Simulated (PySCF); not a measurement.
**Electron correlation in Gd (gadolinium, neutral)**

[Xe] 4f8 6s2, high-spin 7F determinant (an excited configuration). Computed with PySCF 2.14 in cc-pVDZ-X2C, with the spin-free X2C one-electron Hamiltonian (Gaussian nucleus). Frozen: [Kr] 4d10; 18 electrons correlated.

| level | correlation energy (mhartree) |
| --- | --- |
| CCSD | -525.91 |
| (T) | -21.61 |
| CCSD(T) | -547.52 |

Diagnostics: T1 = 0.024, D1 = 0.0790, largest double amplitude 0.097.

Task: Is a single reference adequate?

Result: Mostly. T1 lies below 0.03, but a double amplitude of this size points to a near-degeneracy that CCSD handles and MP2 describes poorly.
